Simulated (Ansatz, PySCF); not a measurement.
The pair A = C2H2 (SMILES C#C) (first 4 atoms), B = CH3NO (SMILES NC=O); geometry from B3LYP-D3(BJ)/def2-TZVP.
(charge 0, multiplicity 1):
| atom | x (Å) | y (Å) | z (Å) |
|---|---|---|---|
| C | -0.0471 | 0.5566 | -0.6018 |
| C | 0.3104 | -0.1962 | 0.2602 |
| H | -0.3539 | 1.2080 | -1.3834 |
| H | 0.6060 | -0.8313 | 1.0689 |
| N | -0.5402 | 0.9234 | 3.2872 |
| C | 0.0211 | -0.1563 | 3.8741 |
| O | 0.5730 | -1.0653 | 3.2875 |
| H | -0.5202 | 1.0204 | 2.2822 |
| H | -0.9800 | 1.6373 | 3.8402 |
| H | -0.0697 | -0.1389 | 4.9746 |

Cores are frozen in the correlated methods. CBS: X⁻³ extrapolation of the correlation energy, Hartree–Fock from the larger set. MP2 and its Hartree–Fock in aug-cc-pVTZ are density fitted.

Programs: Ansatz (an electronic-structure program) with Gaussian orbitals; PySCF for the dispersion terms. Each number belongs to the level named beside it.

The monomers are drawn apart, rigid, along the line of their centres of mass. Counterpoise-corrected interaction energies (kcal/mol):

```json
[
 {"level": "PBE/def2-TZVPPD", "R = 4.545 Å": "-2.2937", "R = 5.437 Å": "-0.9852"},
 {"level": "PBE-D3(BJ)/def2-TZVPPD", "R = 4.545 Å": "-2.8208", "R = 5.437 Å": "-1.1847"},
 {"level": "wB97M-V/def2-TZVPPD", "R = 4.545 Å": "-2.6087", "R = 5.437 Å": "-1.1300"},
 {"level": "MP2/CBS(aug-cc-pVDZ, aug-cc-pVTZ) + ΔCCSD(T)/aug-cc-pVDZ", "R = 4.545 Å": "-2.5918", "R = 5.437 Å": "-1.0978"}
]
```

Question: R is the distance of the centres of mass. Find the local exponent m of E ∝ R⁻ᵐ between the two points.

Answer: 
m = ln(E₁/E₂)/ln(R₂/R₁): PBE/def2-TZVPPD 4.7; PBE-D3(BJ)/def2-TZVPPD 4.8; wB97M-V/def2-TZVPPD 4.7; MP2/CBS(aug-cc-pVDZ, aug-cc-pVTZ) + ΔCCSD(T)/aug-cc-pVDZ 4.8. For scale, two fixed dipoles give m = 3, dipole and quadrupole 4, quadrupoles 5, and dispersion or dipole-induced dipole 6 at long range; at these distances several terms mix, and what is left of overlap and damping shifts m, so it need not match one of them.
